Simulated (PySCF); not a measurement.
PySCF input (M06-2X/def2-TZVPD):

```python
from pyscf import gto, scf, dft

mol = gto.M(
    atom='''
    Si   -0.62204000   -0.08650940   -0.12024860
    O     1.12953860   -0.15254038    0.07556274
    H    -1.02362123    0.42655227    1.30209369
    H    -0.76353584    1.35507826   -0.71131650
    H     1.45940828    0.64982413    0.48820125
    ''',
    basis='def2-tzvpd',
    charge=-1,
    spin=0,
    verbose=4,
)

mf = dft.RKS(mol, xc='m062x').density_fit(auxbasis='def2-universal-jkfit')
mf.grids.level = 4
mf.conv_tol = 1e-9
mf.max_cycle = 100
mf.max_memory = 1500
mf.kernel()
if not mf.converged:
    mf = mf.newton()
    mf.kernel(mf.make_rdm1())
mf.analyze()
```

End of the output:

```
Extra cycle  E= -366.528973262695  delta_E= -4.83e-12  |g|= 1.31e-06  |ddm|= 2.77e-05
converged SCF energy = -366.528973262695
**** SCF Summaries ****
Total Energy =                        -366.528973262694933
Nuclear Repulsion Energy =              54.684154778372999
One-electron Energy =                 -621.471895711991920
Two-electron Energy =                  200.258767670923987
Two-electron Coulomb Energy =          231.007320274990263
DFT Exchange-Correlation Energy =      -30.748552604066262
HOMO-LUMO gap [eV] =                     4.787108305950475
**** MO energy ****
MO #1   energy= -66.7730866156432  occ= 2
MO #2   energy= -19.4087787248996  occ= 2
MO #3   energy= -5.30819712102826  occ= 2
MO #4   energy= -3.61836117380023  occ= 2
MO #5   energy= -3.61747246405532  occ= 2
MO #6   energy= -3.6160253959587   occ= 2
MO #7   energy= -0.892402470078842 occ= 2
MO #8   energy= -0.385998599918587 occ= 2
MO #9   energy= -0.311433879975176 occ= 2
MO #10  energy= -0.215497525760062 occ= 2
MO #11  energy= -0.20250091796991  occ= 2
MO #12  energy= -0.122210466128053 occ= 2
MO #13  energy= -0.023550623656746 occ= 2
MO #14  energy= 0.152372363229406  occ= 0
MO #15  energy= 0.189542016274804  occ= 0
MO #16  energy= 0.208754531903307  occ= 0
MO #17  energy= 0.216568988629059  occ= 0
MO #18  energy= 0.219090772751816  occ= 0
MO #19  energy= 0.242293720494363  occ= 0
MO #20  energy= 0.258734910105834  occ= 0
MO #21  energy= 0.274116713818837  occ= 0
MO #22  energy= 0.283580790643044  occ= 0
MO #23  energy= 0.312499779183915  occ= 0
MO #24  energy= 0.338948367241335  occ= 0
MO #25  energy= 0.341376101343311  occ= 0
MO #26  energy= 0.360733826630442  occ= 0
MO #27  energy= 0.37210570424054   occ= 0
MO #28  energy= 0.384559532944989  occ= 0
MO #29  energy= 0.39270212160573   occ= 0
MO #30  energy= 0.40524158818808   occ= 0
MO #31  energy= 0.422391318750172  occ= 0
MO #32  energy= 0.434613481314222  occ= 0
MO #33  energy= 0.466363587650753  occ= 0
MO #34  energy= 0.469474522302877  occ= 0
MO #35  energy= 0.488536250848635  occ= 0
MO #36  energy= 0.513425777582509  occ= 0
MO #37  energy= 0.541691271100817  occ= 0
MO #38  energy= 0.560650837104853  occ= 0
MO #39  energy= 0.599375965646937  occ= 0
MO #40  energy= 0.620877155538768  occ= 0
MO #41  energy= 0.622021040364861  occ= 0
MO #42  energy= 0.652361157872857  occ= 0
MO #43  energy= 0.676403104535724  occ= 0
MO #44  energy= 0.68772246716585   occ= 0
MO #45  energy= 0.697093155691599  occ= 0
MO #46  energy= 0.698277588192992  occ= 0
MO #47  energy= 0.753370033448509  occ= 0
MO #48  energy= 0.770181484885933  occ= 0
MO #49  energy= 0.818694178430043  occ= 0
MO #50  energy= 0.854910914966824  occ= 0
MO #51  energy= 0.860326734903265  occ= 0
MO #52  energy= 0.864273272274037  occ= 0
MO #53  energy= 0.944203268902491  occ= 0
MO #54  energy= 1.01604253615053   occ= 0
MO #55  energy= 1.05057413507194   occ= 0
MO #56  energy= 1.12223326876812   occ= 0
MO #57  energy= 1.25148446620881   occ= 0
MO #58  energy= 1.28866939409482   occ= 0
MO #59  energy= 1.31735717803982   occ= 0
MO #60  energy= 1.32922325706537   occ= 0
MO #61  energy= 1.360563949019     occ= 0
MO #62  energy= 1.37187296613123   occ= 0
MO #63  energy= 1.37652290123235   occ= 0
MO #64  energy= 1.38451726357427   occ= 0
MO #65  energy= 1.41045646230583   occ= 0
MO #66  energy= 1.41407242264684   occ= 0
MO #67  energy= 1.52616282108917   occ= 0
MO #68  energy= 1.5828470665879    occ= 0
MO #69  energy= 1.5873291049038    occ= 0
MO #70  energy= 1.74364184163691   occ= 0
MO #71  energy= 1.75714751534071   occ= 0
MO #72  energy= 1.83069335323479   occ= 0
MO #73  energy= 1.93249167989401   occ= 0
MO #74  energy= 1.98402244739594   occ= 0
MO #75  energy= 2.01011158208003   occ= 0
MO #76  energy= 2.04681719833465   occ= 0
MO #77  energy= 2.09216500688627   occ= 0
MO #78  energy= 2.18549147032958   occ= 0
MO #79  energy= 2.25484935905517   occ= 0
MO #80  energy= 2.27649216048774   occ= 0
MO #81  energy= 2.37088804964408   occ= 0
MO #82  energy= 2.43096371826935   occ= 0
MO #83  energy= 2.52254003373532   occ= 0
MO #84  energy= 2.62095454229346   occ= 0
MO #85  energy= 2.67689923617703   occ= 0
MO #86  energy= 2.74784053793202   occ= 0
MO #87  energy= 3.0271918054872    occ= 0
MO #88  energy= 3.0448487395549    occ= 0
MO #89  energy= 3.09328656300818   occ= 0
MO #90  energy= 3.09520432279824   occ= 0
MO #91  energy= 3.27274531574451   occ= 0
MO #92  energy= 3.62516481069461   occ= 0
MO #93  energy= 4.08912631842296   occ= 0
MO #94  energy= 5.39886757081419   occ= 0
MO #95  energy= 5.43042808432626   occ= 0
MO #96  energy= 5.44516370861756   occ= 0
MO #97  energy= 5.5034753545524    occ= 0
MO #98  energy= 5.66143199376427   occ= 0
MO #99  energy= 5.68171741016585   occ= 0
MO #100 energy= 6.40783534331404   occ= 0
MO #101 energy= 6.54415744219953   occ= 0
MO #102 energy= 6.55713227662246   occ= 0
MO #103 energy= 6.68370742167903   occ= 0
MO #104 energy= 6.69667495187744   occ= 0
MO #105 energy= 6.749265180495     occ= 0
MO #106 energy= 6.76070947814137   occ= 0
MO #107 energy= 7.08108670689119   occ= 0
MO #108 energy= 7.25582287284083   occ= 0
MO #109 energy= 11.0275775176544   occ= 0
MO #110 energy= 44.082175939257    occ= 0
 ** Mulliken pop on meta-lowdin orthogonal AOs  **
 ** Mulliken pop  **
pop of  0 Si 1s           1.99999
pop of  0 Si 2s           1.99970
pop of  0 Si 3s           1.44461
pop of  0 Si 4s           0.01194
pop of  0 Si 5s           0.00175
pop of  0 Si 6s           0.00085
pop of  0 Si 2px          1.99992
pop of  0 Si 2py          1.99993
pop of  0 Si 2pz          1.99993
pop of  0 Si 3px          0.50340
pop of  0 Si 3py          1.16023
pop of  0 Si 3pz          0.86143
pop of  0 Si 4px          0.00800
pop of  0 Si 4py          0.01564
pop of  0 Si 4pz          0.00489
pop of  0 Si 5px          0.00114
pop of  0 Si 5py          0.00240
pop of  0 Si 5pz          0.00161
pop of  0 Si 6px          0.00005
pop of  0 Si 6py          0.00007
pop of  0 Si 6pz          0.00004
pop of  0 Si 3dxy         0.00681
pop of  0 Si 3dyz         0.00567
pop of  0 Si 3dz^2        0.00658
pop of  0 Si 3dxz         0.01204
pop of  0 Si 3dx2-y2      0.00958
pop of  0 Si 4dxy         0.00212
pop of  0 Si 4dyz         0.00012
pop of  0 Si 4dz^2        0.00050
pop of  0 Si 4dxz         0.00072
pop of  0 Si 4dx2-y2      0.00137
pop of  0 Si 5dxy         0.00123
pop of  0 Si 5dyz         0.00098
pop of  0 Si 5dz^2        0.00091
pop of  0 Si 5dxz         0.00121
pop of  0 Si 5dx2-y2      0.00134
pop of  0 Si 4f-3         0.00031
pop of  0 Si 4f-2         0.00012
pop of  0 Si 4f-1         0.00027
pop of  0 Si 4f+0         0.00025
pop of  0 Si 4f+1         0.00033
pop of  0 Si 4f+2         0.00049
pop of  0 Si 4f+3         0.00044
pop of  1 O 1s            1.99998
pop of  1 O 2s            1.66849
pop of  1 O 3s            0.00374
pop of  1 O 4s            0.00197
pop of  1 O 5s            0.00141
pop of  1 O 6s            0.00033
pop of  1 O 2px           1.63682
pop of  1 O 2py           1.62576
pop of  1 O 2pz           1.83391
pop of  1 O 3px           0.00494
pop of  1 O 3py           0.00480
pop of  1 O 3pz           0.00843
pop of  1 O 4px           0.00091
pop of  1 O 4py           0.00239
pop of  1 O 4pz           0.00104
pop of  1 O 5px           0.00027
pop of  1 O 5py           0.00351
pop of  1 O 5pz           0.00171
pop of  1 O 3dxy          0.00151
pop of  1 O 3dyz          0.00291
pop of  1 O 3dz^2         0.00177
pop of  1 O 3dxz          0.00058
pop of  1 O 3dx2-y2       0.00293
pop of  1 O 4dxy          0.00022
pop of  1 O 4dyz          0.00046
pop of  1 O 4dz^2         0.00047
pop of  1 O 4dxz          0.00003
pop of  1 O 4dx2-y2       0.00025
pop of  1 O 5dxy          0.00024
pop of  1 O 5dyz          0.00028
pop of  1 O 5dz^2         0.00030
pop of  1 O 5dxz          0.00022
pop of  1 O 5dx2-y2       0.00031
pop of  1 O 4f-3          0.00003
pop of  1 O 4f-2          0.00013
pop of  1 O 4f-1          0.00009
pop of  1 O 4f+0          0.00016
pop of  1 O 4f+1          0.00012
pop of  1 O 4f+2          0.00016
pop of  1 O 4f+3          0.00022
pop of  2 H 1s            1.19552
pop of  2 H 2s            0.00120
pop of  2 H 3s            0.00158
pop of  2 H 2px           0.00052
pop of  2 H 2py           0.00158
pop of  2 H 2pz           0.00116
pop of  2 H 3px           0.00067
pop of  2 H 3py           0.00210
pop of  2 H 3pz           0.00313
pop of  3 H 1s            1.19552
pop of  3 H 2s            0.00120
pop of  3 H 3s            0.00158
pop of  3 H 2px           0.00042
pop of  3 H 2py           0.00251
pop of  3 H 2pz           0.00033
pop of  3 H 3px           0.00044
pop of  3 H 3py           0.00485
pop of  3 H 3pz           0.00062
pop of  4 H 1s            0.67898
pop of  4 H 2s            0.00638
pop of  4 H 3s            0.00470
pop of  4 H 2px           0.00210
pop of  4 H 2py           0.00240
pop of  4 H 2pz           0.00415
pop of  4 H 3px           0.00044
pop of  4 H 3py           0.00055
pop of  4 H 3pz           0.00060
 ** Mulliken atomic charges  **
charge of    0Si =     -0.07092
charge of    1O =     -0.81382
charge of    2H =     -0.20748
charge of    3H =     -0.20748
charge of    4H =      0.29970

WARN: System has nonzero charge -1; the dipole moment is origin-dependent.
Location of origin: [0. 0. 0.]

Dipole moment(X, Y, Z, Debye):  2.50172,  1.29561,  0.92064
```

It need not be the lowest isomer of its formula. Whether it binds its extra electron was not tested at this geometry.
